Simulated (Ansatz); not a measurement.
Reaction (hydrogenolysis of a Ge–F bond): `[F][GeH2][GaH2]` + H₂ → `[GaH2][GeH3]` + H–F

Program: Ansatz. Geometries: PBE0-D4/def2-TZVP. ΔE: electronic, gas phase. CBS: MP2 limit from def2 TZ/QZ plus the TZ coupled-cluster correction, frozen cores. This one scheme is used for every species. DFT in def2-TZVPP. HSE06 is defined as in plane-wave codes. For Ga, Ge outer-core shells are correlated without core-valence functions, which leaves a few kJ/mol of doubt a bond. Scalar relativity is left out up to krypton.

```
      level  ΔE (eV)
     B97M-V     0.36
   HSE06-D4     0.24
  CAM-B3LYP     0.35
HF/def2-SVP     0.27
```

What does CCSD(T)/CBS give? (An estimate is asked.)

The calculation gave: +0.25 eV. The listed levels differ from it by 0.11, -0.01, 0.10, 0.02 eV.

Largest T1 diagnostic among the species: 0.013.

From BLYP to BHLYP (50 % exact exchange), in def2-TZVPP and without D4, ΔE moves by −0.09 eV. Leaving LDA and LC-ωPBE aside and taking each functional with its dispersion term where it has one, the values, not all of them listed here, spread over 0.19 eV, from PBE-QIDH to BLYP-D4. LDA lies −0.11 eV from PBE without D4.
